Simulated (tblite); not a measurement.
C₄H₁₂FSi₂ (doublet state).
Atom-mapped SMILES: `[CH3:1][C:2]([CH3:3])([CH2:4][F:5])[SiH:6][SiH3:7]` (hydrogens: H8, H9, H10 on C1; H11, H12, H13 on C3; H14, H15 on C4; H16 on Si6; H17, H18, H19 on Si7)

Computed with GFN2-xTB (tblite), gas phase: L-BFGS steps from a force-field or distance-geometry start until the largest atomic force falls under 0.01 eV/Å.

Step 3: E = -620.5572 eV
```
atom  x, y, z in Å  |  force x, y, z in eV/Å
C1     -0.8077   -1.0233   -1.2238    0.037   0.188   0.065
C2     -0.6069    0.1090   -0.2266    0.411   0.144   0.061
C3     -1.5190    1.2833   -0.5345    0.159  -0.210   0.064
C4     -0.9852   -0.4754    1.1321    0.046   0.214  -0.299
F5     -0.8313    0.4203    2.1590    0.109   0.033   0.017
Si6     1.1933    0.7463   -0.3830    0.264  -0.183  -0.208
Si7     2.8264   -0.3106    0.7316   -0.054   0.067   0.053
H8     -0.2349   -1.8885   -0.9008   -0.047  -0.109  -0.210
H9     -0.4980   -0.7186   -2.2175    0.052  -0.076  -0.072
H10    -1.8578   -1.2579   -1.2504   -0.422  -0.400  -0.131
H11    -1.4262    1.5338   -1.5805   -0.165   0.159  -0.222
H12    -1.2025    2.1275    0.0593   -0.187   0.314   0.139
H13    -2.5380    1.0258   -0.2849   -0.380   0.122  -0.119
H14    -0.4008   -1.3635    1.3727    0.154  -0.039   0.128
H15    -2.0438   -0.7347    1.0856   -0.223  -0.127   0.268
H16     1.3305    2.1221   -0.8285   -0.246   0.230   0.024
H17     2.6568   -0.1541    2.1614    0.176  -0.104   0.440
H18     2.8654   -1.7297    0.4177    0.024  -0.283  -0.008
H19     4.0698    0.2974    0.3036    0.291   0.059   0.009
```

Step 4: E = -620.6114 eV
```
atom  x, y, z in Å  |  force x, y, z in eV/Å
C1     -0.8178   -1.0207   -1.2227   -0.004   0.073   0.000
C2     -0.6055    0.1146   -0.2298    0.407   0.039   0.069
C3     -1.5208    1.2884   -0.5339    0.109  -0.137   0.028
C4     -0.9883   -0.4763    1.1257    0.127   0.153  -0.103
F5     -0.8246    0.4173    2.1539    0.080   0.115   0.062
Si6     1.2215    0.7420   -0.4000    0.006  -0.055  -0.192
Si7     2.8465   -0.3216    0.7505   -0.256   0.194  -0.113
H8     -0.2414   -1.8883   -0.9200    0.003  -0.154  -0.036
H9     -0.4936   -0.7273   -2.2109   -0.021   0.040  -0.235
H10    -1.8680   -1.2796   -1.2570   -0.227  -0.211  -0.092
H11    -1.4378    1.5377   -1.5822   -0.085   0.177  -0.182
H12    -1.2170    2.1385    0.0633   -0.149   0.209   0.066
H13    -2.5455    1.0348   -0.2961   -0.304   0.061  -0.061
H14    -0.3934   -1.3590    1.3818    0.045   0.016  -0.011
H15    -2.0523   -0.7390    1.1016   -0.026  -0.075   0.164
H16     1.3169    2.1482   -0.8327   -0.228  -0.128   0.159
H17     2.6664   -0.1601    2.1794    0.194  -0.114   0.397
H18     2.8654   -1.7399    0.4174    0.044  -0.219   0.028
H19     4.0793    0.2995    0.3043    0.285   0.018   0.052
```

Step 5: E = -620.6357 eV
```
atom  x, y, z in Å  |  force x, y, z in eV/Å
C1     -0.8238   -1.0190   -1.2226    0.000  -0.046  -0.086
C2     -0.5991    0.1178   -0.2307    0.178  -0.025   0.004
C3     -1.5207    1.2900   -0.5334    0.009  -0.019  -0.023
C4     -0.9878   -0.4749    1.1217    0.130   0.088   0.061
F5     -0.8197    0.4176    2.1520    0.064   0.137   0.056
Si6     1.2367    0.7394   -0.4127   -0.108  -0.006  -0.169
Si7     2.8536   -0.3246    0.7591   -0.237   0.179  -0.104
H8     -0.2450   -1.8906   -0.9308   -0.007  -0.114   0.027
H9     -0.4918   -0.7312   -2.2114   -0.092   0.071  -0.218
H10    -1.8761   -1.2943   -1.2620   -0.032  -0.057  -0.052
H11    -1.4453    1.5426   -1.5855   -0.035   0.147  -0.060
H12    -1.2275    2.1473    0.0661   -0.136   0.083  -0.011
H13    -2.5536    1.0407   -0.3033   -0.121   0.026  -0.048
H14    -0.3891   -1.3558    1.3862   -0.001   0.046  -0.075
H15    -2.0564   -0.7423    1.1127    0.139  -0.013   0.083
H16     1.3057    2.1597   -0.8321   -0.203  -0.244   0.198
H17     2.6750   -0.1653    2.1955    0.209  -0.127   0.252
H18     2.8661   -1.7485    0.4179    0.047  -0.086   0.065
H19     4.0890    0.3007    0.3058    0.195  -0.040   0.099
```

Question: Estimate the geometry and energy of step 6. (The exact step hangs on the optimiser's Hessian estimate; all steps are aligned on step 5, rigid shifts and turns removed.)

Answer: E = -620.6517 eV, largest force 0.346 eV/Å
```
atom  x, y, z in Å  |  force x, y, z in eV/Å
C1     -0.8268   -1.0190   -1.2245    0.001  -0.098  -0.116
C2     -0.5925    0.1192   -0.2313   -0.080  -0.053  -0.073
C3     -1.5207    1.2905   -0.5336   -0.065   0.064  -0.056
C4     -0.9851   -0.4722    1.1207    0.110   0.047   0.127
F5     -0.8155    0.4205    2.1520    0.064   0.130   0.033
Si6     1.2432    0.7374   -0.4232   -0.141  -0.022  -0.137
Si7     2.8531   -0.3229    0.7622   -0.126   0.109  -0.024
H8     -0.2474   -1.8940   -0.9366   -0.023  -0.060   0.030
H9     -0.4928   -0.7321   -2.2155   -0.135   0.060  -0.147
H10    -1.8814   -1.3038   -1.2658    0.106   0.044  -0.023
H11    -1.4503    1.5483   -1.5883   -0.004   0.108   0.040
H12    -1.2363    2.1538    0.0674   -0.123  -0.017  -0.062
H13    -2.5602    1.0446   -0.3085    0.035  -0.001  -0.048
H14    -0.3865   -1.3532    1.3873    0.003   0.052  -0.084
H15    -2.0558   -0.7443    1.1207    0.226   0.038   0.030
H16     1.2953    2.1618   -0.8280   -0.182  -0.225   0.190
H17     2.6842   -0.1709    2.2093    0.213  -0.133   0.087
H18     2.8674   -1.7549    0.4196    0.040   0.050   0.094
H19     4.0982    0.3005    0.3087    0.080  -0.091   0.138
```

The energy changes by -0.0161 eV. The first-order estimate −F·Δx gives -0.0219 eV and the mean of the old and new forces, exact on a quadratic surface, -0.0161 eV. The step makes an angle of 47° with the force vector and moves no atom by more than 0.018 Å.

The cost below is that of the whole relaxation. The run took 1.7 s wall on Intel Xeon Platinum 8259CL at 2.50 GHz, one thread, shared host with 96 logical CPUs at a one-minute load of 38.
